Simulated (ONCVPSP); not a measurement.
Which setting gave this result? (Sn (Z = 50), ONCV)

Base potential:

| Property | Result |
| --- | --- |
| Element | tin (Sn) |
| Generator | ONCVPSP 4.0.1 |
| Type | optimised norm-conserving Vanderbilt (ONCV) |
| Functional | LDA (Perdew-Zunger) |
| Relativity | non-relativistic |
| Frozen core | [Ar] 3d10 |
| Valence charge | 22 |
| Reference configuration | 4s2 4p6 4d10 5s2 5p2 |
| Partial waves | 4s+5s: rc 1.65 bohr, ncon 3, nbas 8, qcut 9.2 1/bohr, 2 projectors; 4p+5p: rc 1.20 bohr, ncon 5, nbas 9, qcut 12 1/bohr, 2 projectors; 4d: rc 1.15 bohr, ncon 4, nbas 7, qcut 8 1/bohr, local; f scattering state at 0.08 Ha: rc 1.45 bohr, ncon 4, nbas 7, qcut 6.8 1/bohr, 1 projector |
| Local potential | the d channel |
| Core correction | none |

Cutoffs, loose and tight: the cutoffs (Ha) at which the residual kinetic energy of the hardest occupied pseudo-wave falls to 1 and 0.1 mHa per electron. They do not see the model core or the augmentation charge, which bear on the density cutoff. Test errors are all-electron minus pseudo excitation energies from the reference, over the configurations 4s2 4p6 4d10 5s2 5p1; 4s2 4p6 4d10 5s2 5p0; 4s2 4p6 4d10 5s1 5p0; 4s2 4p6 4d10 5s0 5p0; variants that change the core or the reference have their own tests. The largest error is taken over the tests solved by every variant that gives reliable tests at all, those not shown here included: 4s2 4p6 4d10 5s1 5p0; 4s2 4p6 4d10 5s2 5p0; 4s2 4p6 4d10 5s2 5p1.

Only the scale of all radii (base = 1) is moved:

| scale of all radii (base = 1) | cutoff, loose | cutoff, tight | bound ghosts | largest test error (meV) |
| --- | --- | --- | --- | --- |
| 0.8 | 147 Ha | 197 Ha | none | -0.3 |
| 0.87 | 126 Ha | 166 Ha | none | -0.6 |
| 0.94 | 113 Ha | 144 Ha | none | -1.0 |
| 1.1 | 80 Ha | 107 Ha | p | -1.7 |
| 1.17 | 54 Ha | 94 Ha | none | -2.7 |
| 1.22 | 46 Ha | 86 Ha | none | -3.4 |
| 1.33 | 39 Ha | 69 Ha | none | -5.3 |

Task: One more run gave cutoff, loose: 100 Ha; cutoff, tight: 127 Ha; bound ghosts: p; largest test error (meV): -1.5 over the solved tests; 1 of 4 tests not solved or not reliable. Which value of the scale of all radii (base = 1) was used?

Result: 1.01. The loose cutoff moves one way along this sweep, from 147 Ha at 0.8 to 39 Ha at 1.33, which places the run between 0.94 and 1.1.
